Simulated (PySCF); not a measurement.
In(OH)(SH)2 (H3InOS2), SMILES [OH][In]([SH])[SH]. Geometry: B3LYP-D3(BJ)/def2-SVP. The def2 effective core potentials stand for the cores of In; spin–orbit coupling is left out. Other conformers were not sampled.

Q: Give the equilibrium geometry at B3LYP-D3(BJ)/def2-SVP (PySCF confirms it by a frequency run) as a Z-matrix, and its point group. (Estimate from the structure and the level; the computed values follow.)

A: This is not unique; one that fits is point group Cs.
```
In
O 1 2.0050
H 2 0.9676 1 112.64
S 1 2.4087 2 115.59 3 180.00
H 4 1.3546 1 92.66 2 180.00
S 1 2.4251 2 121.75 3 0.00
H 6 1.3546 1 93.22 2 0.00
```
